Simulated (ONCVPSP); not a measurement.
**thallium (Tl): one change to an ONCV potential, before and after**

thallium (Tl), optimised norm-conserving Vanderbilt (ONCV), made with ONCVPSP 4.0.1 (PBEsol, fully relativistic). Core [Xe] 4f14 5d10, reference 6s1.5 6p1.5. Waves: 6s: rc 1.95 bohr, ncon 4, nbas 9, qcut 2.9 1/bohr, 2 projectors, debl 1 Ha; 6p: rc 2.45 bohr, ncon 3, nbas 6, qcut 3.8 1/bohr, 1 projector; d scattering state at 0.06 Ha: rc 2.60 bohr, ncon 3, nbas 6, qcut 3.4 1/bohr, 2 projectors, debl 2.1 Ha. Local part: polynomial inside 1.70 bohr (lpopt 3, dvloc0 4 Ha). Core correction: none.

Open shells are filled in proportion to 2j + 1.

Change: s: nproj 1.

Cutoffs: the cutoffs (Ha) at which the residual kinetic energy of the hardest occupied pseudo-wave falls to 1 and 0.1 mHa per electron; they do not see the model core or the augmentation charge, which bear on the density cutoff. Errors are all-electron minus pseudo energies relative to the spin-unpolarised reference configuration.

**Question.** How do hardness, ghosts and transferability respond?

**Answer.** The potential gets neither clearly harder nor softer (11 Ha and 52 Ha → 11 Ha and 52 Ha); both files keep a bound ghost (d); the errors of the 4 common tests hardly move; the range in which the s phases agree narrows (upper end 2.7 → 0.7).

| quantity | base | changed |
| --- | --- | --- |
| cutoff, loose | 11 Ha | 11 Ha |
| cutoff, tight | 52 Ha | 52 Ha |
| bound ghosts | d5/2, d3/2 | d5/2, d3/2 |
| GHOST(+) flags under 300 eV | s at 86.1 eV | none |
| error for 6s2 6p1, meV [ΔE -3.61 eV] | +5.2 | +5.4 |
| error for 6s2 6p0, meV [ΔE 1.64 eV] | +53 | +54 |
| error for 6s1 6p0, meV [ΔE 22.49 eV] | +64 | +70 |
| error for 6s0 6p3, meV [ΔE 11.42 eV] | +79 | +79 |
| s: phases at 1.98 bohr within 0.05 rad from the reference energy up to (Ha; the scan ends near 5) | 2.7 | 0.7 |
| p3/2: phases at 2.49 bohr within 0.05 rad from the reference energy up to (Ha; the scan ends near 5) | 1.0 | 1.0 |
| p1/2: phases at 2.49 bohr within 0.05 rad from the reference energy up to (Ha; the scan ends near 5) | 1.2 | 1.2 |
| d5/2: phases at 2.63 bohr within 0.05 rad from the reference energy up to (Ha; the scan ends near 5) | 0.4 | 0.4 |
| d3/2: phases at 2.63 bohr within 0.05 rad from the reference energy up to (Ha; the scan ends near 5) | 0.3 | 0.3 |

Base: The cutoffs count occupied waves only; projector 2 of the d channel, the hardest unoccupied one, needs 35 Ha at the loose tolerance. Changed file: The cutoffs count occupied waves only; projector 2 of the d channel, the hardest unoccupied one, needs 35 Ha at the loose tolerance. A true bound ghost makes a file unfit for plane-wave use even where its test errors are small: the radial tests pick states by their node count and pass the ghost by.
